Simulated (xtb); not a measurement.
aminoborane (BH4N), SMILES BN. All values are semi-empirical tight-binding results from xtb (GFN2-xTB unless named), good for trends rather than for accurate numbers. Geometry: GFN2-xTB.

Problem. Estimate the properties. (The exact figures need the calculation; the answer reports its results.)

Solution. 
* **point group as xtb finds it**: C2v
* **orbital gap**: 6.07 eV
* **dipole moment**: 2.13 D
* **zero-point energy**: 29.1 kcal/mol
* **G − E(el) at 298.15 K (modified RRHO)**: 15.5 kcal/mol
* **static polarisability (D4 model)**: 26.4 bohr³
* **solvation energy, GFN2-xTB/ALPB(water)**: -4.4 kcal/mol
* **solvation energy, GFN2-xTB/ALPB(dmso)**: -5.1 kcal/mol

Computed IR lines (harmonic; lines under 4 % of the strongest left out, lines within 3 cm⁻¹ merged):
ν (cm⁻¹): 635 (vs), 872 (m), 1043 (m), 1138 (w), 1367 (m), 1555 (m), 2616 (s), 2646 (vs) (against the strongest line: vs over 80 %, s over 45 %, m over 15 %, w over 4 %, vw less)
